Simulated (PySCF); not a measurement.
This script is equivalent to a calculation on Mg²⁺ (magnesium, charge +2).

```python
from pyscf import gto, scf, dft, mp, cc
import basis_set_exchange as bse
mol = gto.M(atom="Mg 0 0 0", charge=2, spin=0, symmetry="D2h",
            basis=gto.basis.parse(bse.get_basis("aug-cc-pVDZ", elements=["Mg"], fmt="nwchem", header=False)))
mf = dft.UKS(mol, xc="B3LYP")
mf.irrep_nelec = {'Ag': (2, 2), 'B1u': (1, 1), 'B2u': (1, 1), 'B3u': (1, 1)}
mf.kernel()
```

Problem. What total energy does it give?

Solution. -199.239 hartree (calculated).

Problem. Which occupied shell lies highest, and where?

Solution. 2p, at -70.372 eV.
